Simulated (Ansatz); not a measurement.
Gas-phase electronic energies from Ansatz, PBE0-D4/def2-TZVP geometries. CCSD(T)/CBS is the MP2 limit (def2-TZVPP, def2-QZVPP) plus CCSD(T) − MP2 in def2-TZVPP, frozen cores. DFT in def2-TZVPP. Elements past krypton have def2 core potentials. For I, In outer-core shells are correlated without core-valence functions, which leaves a few kJ/mol of doubt a bond. Each species was taken in one conformer, which may not be the lowest.

`[SiH3]C(Cl)I` + `[CH3][In]([OH])[F]` → `[CH3][In]([F])[O][SiH3]` + `ClCI`  (ligand exchange at the Si–C bond)

```json
{"level": "BLYP-D4", "ΔE (kJ/mol)": "-102.2", "difference from CCSD(T)/CBS": "6.0"}
{"level": "r2SCAN-D4", "ΔE (kJ/mol)": "-108.1", "difference from CCSD(T)/CBS": "0.1"}
{"level": "B97M-V", "ΔE (kJ/mol)": "-115.4", "difference from CCSD(T)/CBS": "-7.2"}
{"level": "BHLYP-D4", "ΔE (kJ/mol)": "-120.9", "difference from CCSD(T)/CBS": "-12.7"}
{"level": "CAM-B3LYP-D4", "ΔE (kJ/mol)": "-116.6", "difference from CCSD(T)/CBS": "-8.4"}
{"level": "ωB97M-V", "ΔE (kJ/mol)": "-108.7", "difference from CCSD(T)/CBS": "-0.5"}
{"level": "HF/def2-SVP", "ΔE (kJ/mol)": "-137.4", "difference from CCSD(T)/CBS": "-29.2"}
{"level": "CCSD/def2-SVP", "ΔE (kJ/mol)": "-115.1", "difference from CCSD(T)/CBS": "-6.9"}
{"level": "MP2/def2-QZVPP", "ΔE (kJ/mol)": "-107.6", "difference from CCSD(T)/CBS": "0.6"}
{"level": "MP2/CBS(def2)", "ΔE (kJ/mol)": "-106.0", "difference from CCSD(T)/CBS": "2.2"}
{"level": "CCSD(T)/CBS", "ΔE (kJ/mol)": "-108.2", "difference from CCSD(T)/CBS": "0"}
```

Largest T1 diagnostic among the species: 0.016.

At CCSD(T), def2-SVP lies −3.3 kJ/mol from the extrapolated value and def2-TZVPP −2.5 kJ/mol. Leaving LDA and LC-ωPBE aside and taking each functional with its dispersion term where it has one, the values, not all of them listed here, spread over 29.6 kJ/mol, from BHLYP-D4 to revPBE-D4. LDA lies +5.2 kJ/mol from PBE without D4.
